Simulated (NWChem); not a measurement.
A series in which one site is exchanged, each optimised at PBE0/def2-SVP with NWChem, gas phase unless a solvent is named. All stand in one matching conformer (torsions within 35°), which need not be the lowest. Low-valent species are run as closed-shell singlets; no triplet was tried in these runs. Some are not confirmed as minima by frequencies. def2 effective core potentials on Sn, I, Pb; no spin-orbit coupling.

A: [SH][Sn][I] (SnHSI; site = Sn)
B: [SH][Pb][I] (PbHSI; site = Pb)
C: S[Si]I (SiHSI; site = Si)
D: [SH][Ge][I] (GeHSI; site = Ge)

Values for A:

```
Property                                        Result
----------------------------------------------  ------
dipole (D), PBE0/def2-SVP                         3.48
orbital gap (eV), PBE0/def2-SVP                   4.13
static polarisability, B3LYP/def2-SVPD (bohr³)   108.2
```

Q: How do these values change for the other members?

A: 
```csv
change from A,B,C,D
"dipole (D), PBE0/def2-SVP",+1.08,-1.49,-0.97
"orbital gap (eV), PBE0/def2-SVP",-0.02,+0.14,+0.16
"static polarisability, B3LYP/def2-SVPD (bohr³)",+4.0,-15.7,-11.9
```
